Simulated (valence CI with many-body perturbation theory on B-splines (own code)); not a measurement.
**Mn+: configurations and terms from energies and g**

Computed by valence CI with perturbative core correlation (CI+MBPT): six valence electrons over a frozen Dirac-Fock core [Ar], radial functions for each j: 7 s, 7 p, 8 d, 6 f, 4 g, 1 h, with the one-electron correlation potential Σ1, the two-electron term Σ2, the three-electron term Σ3, Breit, model QED; selected CI, second order for the rest, scaled by the run's own slope (own B-spline code, finite nucleus).

Set against measurement, 11 paired levels are off by 2032 cm⁻¹ on average, the worst by 3903. These come from a selection out of the NIST Handbook of Basic Atomic Spectroscopic Data. Levels without a partner in it may be off by more, other configurations by 1,000 to 4,000 cm⁻¹. Among the levels kept, up to 3200 cm⁻¹ of a level comes from second order outside the variational space, and about a tenth of that is noise between levels of different J, which matters for small intervals. Only levels of the ground parity were solved; by the run's estimate the other parity begins above the list, which can be wrong where configurations are misplaced.

```
No.  J  Parity  E (cm⁻¹)      g
  1  3    even       0.0  2.002
  2  2    even      9305  2.002
  3  4    even     18205  1.501
  4  3    even     18430  1.501
  5  2    even     18624  1.501
  6  1    even     18757  1.501
  8  4    even     26973  1.150
  9  5    even     26994  1.267
 10  3    even     27004  0.916
 11  6    even     27018  1.334
 12  2    even     27020  0.332
 13  3    even     30212  1.662
 14  2    even     30254  1.825
 15  1    even     30332  2.491
```

Energies count from the lowest level. Strongly mixed levels and levels close to another of their J and parity, and those with J = 0 are left out, so the numbers can have gaps.

Problem. Give configuration and LS term of each level.

Solution. 1: 3d5 4s 7S; 2: 3d5 4s 5S; 3: 3d6 5D; 4: 3d6 5D; 5: 3d6 5D; 6: 3d6 5D; 8: 3d5 4s 5G; 9: 3d5 4s 5G; 10: 3d5 4s 5G; 11: 3d5 4s 5G; 12: 3d5 4s 5G; 13: 3d5 4s 5P; 14: 3d5 4s 5P; 15: 3d5 4s 5P.
